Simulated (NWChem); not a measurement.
System: C$_{4}$H$_{7}$O, doublet; SMILES C1O[CH]CC1

Excerpt of the output:

```
             Northwest Computational Chemistry Package (NWChem) 7.3.0
             --------------------------------------------------------

 C1  symmetry detected

                             Geometry "geometry" -> ""
                             -------------------------

 Output coordinates in angstroms (scale by  1.889725989 to convert to a.u.)

  No.       Tag          Charge          X              Y              Z
 ---- ---------------- ---------- -------------- -------------- --------------
    1 C                    6.0000     1.22101364     0.17171910    -0.01933679
    2 C                    6.0000     0.54033422    -1.15046100    -0.11783303
    3 C                    6.0000    -0.92110066    -0.78838303     0.18712490
    4 C                    6.0000    -0.96576985     0.70258577    -0.16442812
    5 O                    8.0000     0.32850969     1.20751318     0.09626231
    6 H                    1.0000     2.18777326     0.35612657     0.40617312
    7 H                    1.0000     0.95039027    -1.88696050     0.57662451
    8 H                    1.0000     0.63172166    -1.56915103    -1.12848976
    9 H                    1.0000    -1.63847344    -1.36532329    -0.39118592
   10 H                    1.0000    -1.12897141    -0.92736462     1.24869101
   11 H                    1.0000    -1.19940654     0.84597901    -1.22891694
   12 H                    1.0000    -1.67797549     1.27382334     0.43384372

 Effective nuclear repulsion energy (a.u.)     182.3614915141

                                Z-matrix (autoz)
                                --------

 Units are Angstrom for bonds and degrees for angles

[...]

      ----------------------
      Optimization converged
      ----------------------

  Step       Energy      Delta E   Gmax     Grms     Xrms     Xmax
  ---- ---------------- -------- -------- -------- -------- --------
@    8    -231.35737323 -1.2D-06  0.00010  0.00003  0.00065  0.00142
                                     ok       ok       ok       ok

                                Z-matrix (autoz)
                                --------

 Units are Angstrom for bonds and degrees for angles

      Type          Name      I     J     K     L     M      Value     Gradient
      ----------- --------  ----- ----- ----- ----- ----- ---------- ----------
    1 Stretch                  1     2                       1.49729    0.00010
    2 Stretch                  1     5                       1.36148    0.00006
    3 Stretch                  1     6                       1.09090    0.00008
    4 Stretch                  2     3                       1.53597   -0.00002
    5 Stretch                  2     7                       1.10287    0.00000
    6 Stretch                  2     8                       1.10746   -0.00006
    7 Stretch                  3     4                       1.52404    0.00000
    8 Stretch                  3     9                       1.09924   -0.00000
    9 Stretch                  3    10                       1.10138    0.00000
   10 Stretch                  4     5                       1.41741    0.00000
   11 Stretch                  4    11                       1.10682   -0.00002
   12 Stretch                  4    12                       1.09940    0.00003
   13 Bend                     1     2     3               101.81357   -0.00002
   14 Bend                     1     2     7               113.24296    0.00002
   15 Bend                     1     2     8               111.94043   -0.00002
   16 Bend                     1     5     4               108.14066   -0.00001
   17 Bend                     2     1     5               111.56317   -0.00004
   18 Bend                     2     1     6               127.09073    0.00001
   19 Bend                     2     3     4               101.95818    0.00006
   20 Bend                     2     3     9               113.83994   -0.00002
   21 Bend                     2     3    10               110.21314   -0.00001
   22 Bend                     3     2     7               112.73547    0.00001
   23 Bend                     3     2     8               110.99933    0.00001
   24 Bend                     3     4     5               104.86090    0.00002
   25 Bend                     3     4    11               111.24595    0.00001
   26 Bend                     3     4    12               114.41844    0.00000
   27 Bend                     4     3     9               112.89567   -0.00002
   28 Bend                     4     3    10               109.85214   -0.00002
   29 Bend                     5     1     6               114.73039    0.00001
   30 Bend                     5     4    11               109.57923   -0.00001
   31 Bend                     5     4    12               108.25175   -0.00003
   32 Bend                     7     2     8               106.24471   -0.00000
   33 Bend                     9     3    10               107.98620    0.00001
   34 Bend                    11     4    12               108.34258   -0.00000
   35 Torsion                  1     2     3     4          24.87747   -0.00003
   36 Torsion                  1     2     3     9         146.77282   -0.00003
   37 Torsion                  1     2     3    10         -91.73081   -0.00003
   38 Torsion                  1     5     4     3          30.51520    0.00001
   39 Torsion                  1     5     4    11         -88.97658   -0.00001
   40 Torsion                  1     5     4    12         153.05392    0.00001
   41 Torsion                  2     1     5     4         -14.09177   -0.00003
   42 Torsion                  2     3     4     5         -34.16843   -0.00001
   43 Torsion                  2     3     4    11          84.20112   -0.00000
   44 Torsion                  2     3     4    12        -152.61464    0.00001
   45 Torsion                  3     2     1     5          -8.06293    0.00004
   46 Torsion                  3     2     1     6         141.55803    0.00001
   47 Torsion                  4     3     2     7         146.53100   -0.00001
   48 Torsion                  4     3     2     8         -94.40853   -0.00000
   49 Torsion                  4     5     1     6        -167.72374   -0.00001
   50 Torsion                  5     1     2     7        -129.36480    0.00004
   51 Torsion                  5     1     2     8         110.55399    0.00004
   52 Torsion                  5     4     3     9        -156.71118   -0.00002
   53 Torsion                  5     4     3    10          82.70112    0.00000
   54 Torsion                  6     1     2     7          20.25616    0.00000
   55 Torsion                  6     1     2     8         -99.82505    0.00000
   56 Torsion                  7     2     3     9         -91.57366   -0.00001
   57 Torsion                  7     2     3    10          29.92271   -0.00001
   58 Torsion                  8     2     3     9          27.48681    0.00000
   59 Torsion                  8     2     3    10         148.98318   -0.00001
   60 Torsion                  9     3     4    11         -38.34163   -0.00001
   61 Torsion                  9     3     4    12          84.84261    0.00001
   62 Torsion                 10     3     4    11        -158.92933    0.00001
   63 Torsion                 10     3     4    12         -35.74509    0.00002

                         Geometry "geometry" -> "geometry"
                         ---------------------------------

 Output coordinates in angstroms (scale by  1.889725989 to convert to a.u.)

[...]
```

Level: PBE0/def2-SVP, spin-unrestricted. Not confirmed as a minimum by frequencies.

Question: Which NWChem input produces such a log?

Answer: One answer among several that fit: the input that was run:
```
start job
memory heap 200 mb stack 900 mb global 1100 mb
geometry units angstroms
  C      0.795937     0.882927    -0.176063
  C      1.177395    -0.470207     0.318613
  C     -0.190065    -1.117390     0.585257
  C     -1.117182    -0.301753    -0.322357
  O     -0.553348     0.992109    -0.400351
  H      1.293907     1.804495     0.052907
  H      1.809962    -0.429559     1.208026
  H      1.727735    -1.031814    -0.447418
  H     -0.218828    -2.178331     0.349664
  H     -0.474135    -0.978965     1.629092
  H     -1.158162    -0.736921    -1.330937
  H     -2.134099    -0.204394     0.062194
end
basis spherical
  * library def2-svp
end
dft
  odft
  mult 2
  xc pbe0
  iterations 150
end
driver
  maxiter 120
end
task dft optimize
```
